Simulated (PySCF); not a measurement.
A geometry optimisation, step by step.

Compound: AsH6PSi.
SMILES with atom numbers: `[PH2:1][SiH2:2][AsH2:3]` (hydrogens: H4, H5 on P1; H6, H7 on Si2; H8, H9 on As3)

Method: PBE0-D3(BJ)/def2-SVP geometry optimisation, gas phase in PySCF 2.14.0; density fitting, grid level 1; the optimiser is geomeTRIC in internal coordinates, started from a GFN2-xTB structure with every atom displaced at random (about 0.01 Å). The frame can shift and turn from step to step; on so coarse a grid that alone can change the energy by a few meV, and forces under 0.02 eV/Å are noise.

Step 0: E = -78078.4238 eV, largest atomic force 2.089 eV/Å
```
atom  x, y, z in Å  |  force x, y, z in eV/Å
P1     -1.815    0.362   -0.688    0.381   0.473  -1.998
Si2    -0.010   -0.649    0.101   -0.145  -0.077   0.404
As3     1.859    0.389   -0.815    0.511   0.229  -0.085
H4     -2.676   -0.195    0.196   -1.152  -0.927   1.148
H5     -1.694    1.508    0.085    0.228   0.835   0.462
H6     -0.048   -0.718    1.573    0.168   0.031   0.463
H7     -0.109   -2.031   -0.381    0.109  -0.494  -0.258
H8      2.794   -0.264    0.194    0.072  -0.192  -0.069
H9      1.756    1.580    0.129   -0.172   0.122  -0.066
```

Step 1: E = -78078.5776 eV, largest atomic force 0.496 eV/Å
```
atom  x, y, z in Å  |  force x, y, z in eV/Å
P1     -1.771    0.551   -0.618   -0.194  -0.010   0.456
Si2     0.052   -0.476    0.266    0.135  -0.060  -0.082
As3     1.968    0.566   -0.691   -0.097  -0.011   0.053
H4     -2.688   -0.054    0.331    0.252   0.187  -0.281
H5     -1.609    1.747    0.171   -0.013  -0.218  -0.121
H6      0.110   -0.494    1.764   -0.064   0.019  -0.064
H7      0.042   -1.893   -0.229   -0.034   0.072   0.058
H8      2.898   -0.100    0.321   -0.005  -0.003  -0.005
H9      1.786    1.789    0.205    0.022   0.023  -0.013
```

Step 2: E = -78078.5864 eV, largest atomic force 0.113 eV/Å
```
atom  x, y, z in Å  |  force x, y, z in eV/Å
P1     -1.765    0.548   -0.612   -0.052  -0.011   0.099
Si2     0.055   -0.482    0.264    0.056  -0.001  -0.048
As3     1.961    0.568   -0.691   -0.035  -0.005   0.021
H4     -2.677   -0.045    0.323    0.051   0.034  -0.066
H5     -1.592    1.728    0.179    0.004  -0.020  -0.016
H6      0.095   -0.491    1.759   -0.029   0.008   0.006
H7      0.035   -1.896   -0.222   -0.001  -0.002   0.019
H8      2.892   -0.094    0.321    0.006   0.001  -0.005
H9      1.785    1.799    0.197    0.000  -0.004  -0.010
```

Step 3: E = -78078.5872 eV, largest atomic force under 0.02 eV/Å
```
atom  x, y, z in Å  |  force x, y, z in eV/Å
P1     -1.763    0.549   -0.609    0.002   0.008  -0.016
Si2     0.056   -0.485    0.263    0.016  -0.002  -0.007
As3     1.957    0.567   -0.691   -0.006  -0.005   0.001
H4     -2.675   -0.042    0.319   -0.010  -0.009   0.008
H5     -1.584    1.725    0.183    0.004   0.008   0.005
H6      0.087   -0.489    1.759   -0.009   0.003   0.005
H7      0.036   -1.900   -0.216    0.002  -0.005   0.009
H8      2.895   -0.089    0.319    0.003   0.002  -0.003
H9      1.779    1.799    0.193   -0.002   0.001  -0.002
```

Step 4: E = -78078.5873 eV, largest atomic force 0.022 eV/Å
```
atom  x, y, z in Å  |  force x, y, z in eV/Å
P1     -1.761    0.549   -0.609    0.005   0.008  -0.020
Si2     0.057   -0.486    0.264    0.003  -0.004   0.004
As3     1.956    0.566   -0.692   -0.001  -0.001  -0.002
H4     -2.674   -0.042    0.317   -0.009  -0.008   0.011
H5     -1.581    1.724    0.185    0.001   0.003   0.004
H6      0.083   -0.487    1.760   -0.002   0.003   0.002
H7      0.036   -1.903   -0.211    0.001  -0.003   0.005
H8      2.897   -0.086    0.317    0.002   0.001  -0.001
H9      1.776    1.800    0.189   -0.001   0.000  -0.003
```

**Question.** Summarise the path.

**Answer.** The energy falls by 15.77 kJ/mol from step 0 to step 4; nine tenths of that is first reached at step 1. It falls at every step. The largest force goes from 2.089 to 0.022 eV/Å. Among the bonds P1–H4 changes most, from 1.354 to 1.429 Å; the atoms move by 0.057 Å rms after alignment.

**Question.** Follow the three bonds and two angles with the largest change from start to end.

**Answer.** 
```tsv
step	E above end (kJ/mol)	largest force (eV/Å)	P1–H4 (Å)	P1–Si2 (Å)	Si2–As3 (Å)	H8–As3–H9 (°)	As3–Si2–H6 (°)
0	15.77	2.089	1.354	2.214	2.326	88.1	115.8
1	0.93	0.496	1.451	2.271	2.382	91.9	112.1
2	0.08	0.113	1.434	2.267	2.376	92.0	112.5
3	0.01	under 0.02	1.429	2.266	2.373	92.0	112.8
4	0.00	0.022	1.429	2.267	2.372	92.1	112.9
```

What follows is the cost of the whole optimisation. On one thread, Arm Neoverse N1 (aarch64), no GPU, shared host, this took 30 s and 0.40 GiB of memory at its peak.
